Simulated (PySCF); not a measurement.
A structure optimised at B3LYP-D3(BJ)/def2-SVP, used in a PySCF frequency run:

```xyz
12

Zr     0.2099     0.0802     0.0000
Cl    -2.1714    -0.0342     0.0000
O      1.0349     1.8063     0.0000
H      1.2749     2.7359     0.0000
C      1.0053    -1.0313    -1.7490
H      0.6078    -2.0639    -1.7501
H      2.1086    -1.0914    -1.7043
H      0.7331    -0.5644    -2.7129
C      1.0053    -1.0313     1.7490
H      0.7331    -0.5644     2.7129
H      2.1086    -1.0914     1.7043
H      0.6078    -2.0639     1.7501
```

Problem. Write its SMILES, formula and point group.

Solution. [CH3][Zr]([CH3])([OH])[Cl], C₂H₇ClOZr, Cs

Problem. What are its rotational constants (standard atomic weights)?

Solution. 2.5584, 1.5698, 1.5546 GHz
